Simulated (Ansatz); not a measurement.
`C/C=[N]\[InH2]`. Charge 0, multiplicity 1. In takes the def2 core potential.

Z-matrix (Å, degrees):
```
C
C 1 1.500
H 1 1.095 2 110.2
H 1 1.092 2 111.1 3 121.3
H 1 1.095 2 110.2 3 -117.5
N 2 1.249 1 128.2 3 -121.4
H 2 1.106 1 113.2 3 58.6
In 6 2.028 2 141.0 1 0.0
H 8 1.714 6 115.1 2 95.4
H 8 1.714 6 115.1 2 -95.6
```

Task: List the harmonic frequencies (cm⁻¹, unscaled) at PBE0-D4/def2-TZVP in Ansatz. (An estimate is asked.)

Result: Ansatz gave: 79, 123, 150, 266, 432, 451, 502, 528, 581, 806, 913, 1086, 1109, 1374, 1385, 1457, 1462, 1800, 1843, 1845, 2935, 3033, 3103, 3131.

Task: Is this a minimum?

Result: Yes, all 24 modes are real.

Task: Give the ideal-gas thermochemistry at 298.15 K and 1 bar (rigid rotor, harmonic oscillator; point group Cs, symmetry number 1).

Result: Zero-point energy 181.8 kJ/mol; H(298) − E = 202.0 kJ/mol; entropy 346.4 J/(mol·K), of which translation 172.1, rotation 110.8, vibration 63.5; G(298) − E = 98.7 kJ/mol. Modes under 100 cm⁻¹ are hindered rotations or soft bends, so the harmonic entropy is rough.
